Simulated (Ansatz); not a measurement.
Species: sum formula BOCl2, charge 0, multiplicity 2. It need not be the lowest isomer of its formula. 
Structure (B3LYP-D3(BJ)/def2-TZVP (Ansatz, a first-principles code) minimum search):
```
B
O 1 1.3237
Cl 1 1.7554 2 117.79
Cl 1 1.7554 2 117.79 3 180.00
```
Charge 0, spin multiplicity 2.

Atomisation energy built up term by term with Ansatz (kcal/mol; UHF references for open shells; valence terms freeze the core; atomic spin-orbit terms are left out). Basis-set limits of correlation are two-point, X^-3; Hartree-Fock from the larger set (for Q and 5 zeta extrapolated as (X+1)exp(-9√X)).

```
term                                            basis  kcal/mol
-----------------------  ----------------------------  --------
Hartree-Fock             CBS(cc-pV(Q+d)Z,cc-pV(5+d)Z)    252.18
CCSD correlation         CBS(cc-pV(Q+d)Z,cc-pV(5+d)Z)         ?
(T)                      CBS(cc-pV(Q+d)Z,cc-pV(5+d)Z)         ?
core correlation                            cc-pwCVTZ      1.92
scalar relativity (X2C)    cc-pVTZ-DK against cc-pVTZ     -0.61
sum: De                                                       ?
```

### Question
Complete the blanks.

### Answer

- CCSD correlation, kcal/mol: 77.41
- (T), kcal/mol: 9.81
- sum: De, kcal/mol: 340.7
